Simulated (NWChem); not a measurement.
System: GaH2, doublet; SMILES [GaH2]

Program: NWChem. Spin-unrestricted. In the optimisation the excess spin sits in a1 (C2v, its own frame). Coordinates come from a PBE0/def2-SVP, spin-unrestricted optimisation. This spin state was assumed; another may lie lower. No stability test was run on the SCF state. Total energies compare along this basis series because the functional is fixed.

```
level           basis functions  energy (Ha)  highest occupied level (eV)  lowest empty minus highest occupied level, either spin (eV)  dipole (D)   <S²>
--------------  ---------------  -----------  ---------------------------  -----------------------------------------------------------  ----------  -----
UHF/def2-SVP                 42   -1924.1108                        -8.10                                                         8.74        0.39  0.754
UHF/def2-SVPD                54   -1924.1122                        -8.12                                                         8.77        0.30  0.755
UHF/def2-TZVP                60   -1924.3605                        -8.13                                                         8.74        0.38  0.755
UHF/def2-TZVPP               76   -1924.3608                        -8.14                                                         8.74        0.37  0.756
UHF/def2-QZVP               135   -1924.4018                        -8.14                                                         8.58        0.32  0.756
```
